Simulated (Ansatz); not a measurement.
Reaction (formal exchange of groups at the Si–Si bond): `O[Si@@H]1[SiH2][Si@H]1[SiH3]` + `COBCl` → `COB([SiH3])Cl` + `O[SiH]1[SiH2][SiH2]1`

Gas-phase electronic energies from Ansatz, PBE0-D4/def2-TZVP geometries. CCSD(T)/CBS adds triple-zeta CCSD(T) − MP2 to the extrapolated MP2 energy (def2 sets, frozen cores). DFT in def2-TZVPP. Each species was taken in one conformer, which may not be the lowest.

(1) Is it downhill or uphill in electronic energy at CCSD(T)/CBS, and by how much? (An estimate is asked.)

(2) What do these levels give: r2SCAN-D4, PBE0-D4, ωB97X-V, PBE, CCSD/def2-TZVPP, HF/CBS(def2)? (Best estimate.)

Largest T1 diagnostic among the species: 0.015.

## Answers

(1) The calculation gave: Uphill: ΔE = +9.2 kcal/mol.

(2) Ansatz gave: r2SCAN-D4 9.7, PBE0-D4 10.0, ωB97X-V 8.6, PBE 9.5, CCSD/def2-TZVPP 9.0, HF/CBS(def2) 8.8 kcal/mol.
